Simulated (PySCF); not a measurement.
C3H9GaN2.
SMILES with atom numbers: `[CH3:1][C:2]#[N+:3][GaH2-:4][CH2:5][NH2:6]` (hydrogens: H7, H8, H9 on C1; H10, H11 on Ga4; H12, H13 on C5; H14, H15 on N6)

Structure used (PBE0-D3(BJ)/def2-SVP), in Å, numbered top down from 1:
```xyz
15
C3H9GaN2 angstrom
C      2.431    0.464   -0.455
C      1.608   -0.392    0.366
N      0.908   -1.051    1.005
Ga    -1.186   -1.196    1.451
C     -1.655   -0.187   -0.226
N     -0.877    1.043   -0.377
H      2.959   -0.123   -1.219
H      1.732    1.168   -0.934
H      3.159    1.010    0.160
H     -1.469   -2.744    1.509
H     -1.196   -0.343    2.788
H     -2.754   -0.024   -0.232
H     -1.446   -0.851   -1.083
H     -1.226    1.601   -1.157
H     -0.996    1.629    0.449
```

Method used: PBE0-D3(BJ)/def2-SVP geometry optimisation, gas phase (PySCF).

Masses are those of the commonest isotopes; rigid-rotor values at the optimised geometry. The values belong to one conformer with, in the numbering `[CH3:1][C:2]#[N+:3][GaH2-:4][CH2:5][NH2:6]`, C2–N3–Ga4–C5 21°, N3–Ga4–C5–N6 -49°, Ga4–C5–N6–H -172° and -56°.

Problem. Give the principal moments of inertia and the rotational constants in cm⁻¹.

Solution. Ia = 146.87, Ib = 343.66, Ic = 462.95 u·Å²; 505379 MHz·u·Å²/I gives 3441, 1471 and 1092 MHz, that is A = 0.11478, B = 0.04905, C = 0.03641 cm⁻¹.

Problem. Classify the top.

Solution. An asymmetric top; Ray's κ = -0.677.

Problem. What does the inertial defect say?

Solution. Not planar: Δ = Ic − Ia − Ib = -27.58 u·Å². For a rigid frame Δ = −2 Σ m c², so Σ m c² = 13.79 u·Å² lies off the ab plane: 9.49 from hydrogen and 4.30 from heavier atoms. The atom farthest from that plane is 1.60 Å away.

Problem. List the rotational levels J(Ka,Kc) to J = 4 (MHz).

Solution. Above 0(0,0):
J = 1: 1(0,1) 2562, 1(1,1) 4533, 1(1,0) 4912
J = 2: 2(0,2) 7637, 2(1,2) 9278, 2(1,1) 10415, 2(2,1) 16326, 2(2,0) 16376
J = 3: 3(0,3) 15131, 3(1,3) 16367, 3(1,2) 18637, 3(2,2) 24013, 3(2,1) 24255, 3(3,1) 34841, 3(3,0) 34846
J = 4: 4(0,4) 24928, 4(1,4) 25770, 4(1,3) 29531, 4(2,3) 34223, 4(2,2) 34917, 4(3,2) 45178, 4(3,1) 45207, 4(4,1) 60219, 4(4,0) 60219
Those of J = 1 are B + C, A + C and A + B.

Problem. Which types of transition are allowed, and where do some lines up to J = 4 fall?

Solution. The dipole components are |μa| = 5.60 D, |μb| = 1.87 D, |μc| = 0.11 D. Intensities carry the squares of the components, which stand as 1.00 : 0.11 : 0.00 (a : b : c). Some lines, for components of 0.1 D or more:

```csv
type,branch,"J(Ka,Kc)",MHz,lower level (cm⁻¹)
c,Q,"2(1,2) ← 2(0,2)",1641,0.255
b,Q,"3(1,2) ← 3(0,3)",3506,0.505
b,Q,"4(1,3) ← 4(0,4)",4603,0.831
c,R,"1(1,0) ← 0(0,0)",4912,0.000
a,R,"2(0,2) ← 1(0,1)",5075,0.085
a,R,"2(1,1) ← 1(1,0)",5503,0.164
b,R,"3(0,3) ← 2(1,2)",5853,0.309
b,Q,"2(2,1) ← 2(1,2)",7048,0.309
a,R,"3(2,2) ← 2(2,1)",7687,0.545
b,Q,"4(2,3) ← 4(1,4)",8453,0.860
a,R,"4(2,3) ← 3(2,2)",10210,0.801
a,R,"4(1,3) ← 3(1,2)",10894,0.622
b,Q,"4(3,2) ← 4(2,3)",10955,1.142
b,R,"2(2,1) ← 1(1,0)",11415,0.164
c,R,"2(2,1) ← 1(1,1)",11794,0.151
b,R,"2(2,0) ← 1(1,1)",11843,0.151
c,R,"3(2,2) ← 2(1,2)",14735,0.309
c,Q,"4(4,1) ← 4(3,1)",15012,1.508
b,R,"4(2,3) ← 3(1,2)",15586,0.622
c,R,"3(3,0) ← 2(2,0)",18470,0.546
b,R,"4(2,2) ← 3(1,3)",18550,0.546
c,R,"4(3,1) ← 3(2,1)",20951,0.809
b,R,"4(4,1) ← 3(3,0)",25373,1.162
```

Problem. Estimate the classical rotational partition function at 50 K, 200 K and 500 K.

Solution. Point group C1, symmetry number σ = 1; q = (√π/σ)·√((kT/h)³/(ABC)), k/h = 20836.6 MHz/K: 25400 at 50 K, 203000 at 200 K, 802000 at 500 K.

No PBE0-D3(BJ)/def2-SVP frequencies stand behind this structure, so it isn't proved a minimum. Constants of a rigid frame at the computed geometry: no zero-point averaging, no centrifugal distortion. A rigid rotor knows nothing of inversion at nitrogen or internal rotation, which can split or shift real lines. Quadrupole hyperfine structure (14N, 69Ga) is left out.

On an Intel Xeon Platinum 8488C with one thread, shared host with 192 logical CPUs at a one-minute load of 33, this took 2.0 min wall and 0.64 GiB of memory at its peak. That covers the optimisation of the geometry.
